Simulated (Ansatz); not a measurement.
Ansatz (a program for electronic structure) input:

Ansatz 0.2 input:
```yaml
crystal:
  periodic: [false, false, false]
  atoms:
    - {symbol: Si, position_ang: [-1.09196161, -0.41577761, 0.17444630]}
    - {symbol: S, position_ang: [1.02738743, 0.42233449, -0.26092314]}
    - {symbol: H, position_ang: [-1.02486916, -0.84467181, 1.57607692]}
    - {symbol: H, position_ang: [-1.88919264, 0.78418361, -0.10411425]}
    - {symbol: H, position_ang: [-1.14302774, -1.48132274, -0.83306849]}
    - {symbol: H, position_ang: [1.74924731, -0.59625727, 0.25757221]}
    - {symbol: H, position_ang: [1.15710591, 1.20160281, 0.83605558]}
basis:
  gaussian:
    orbitals: def2-TZVP
hamiltonian:
  xc: b3lyp
  dispersion: d3bj
total_charge: 1
phonons: {temperatures: {t_min: 298.15, t_max: 298.15, t_step: 100}}
```

### Question
Which total energy does the run end on?

### Answer
-690.47977 Eh (B3LYP-D3(BJ)/def2-TZVP). The basis has 104 functions. The run takes very roughly 40 core-seconds.

It need not be the lowest isomer of its formula.
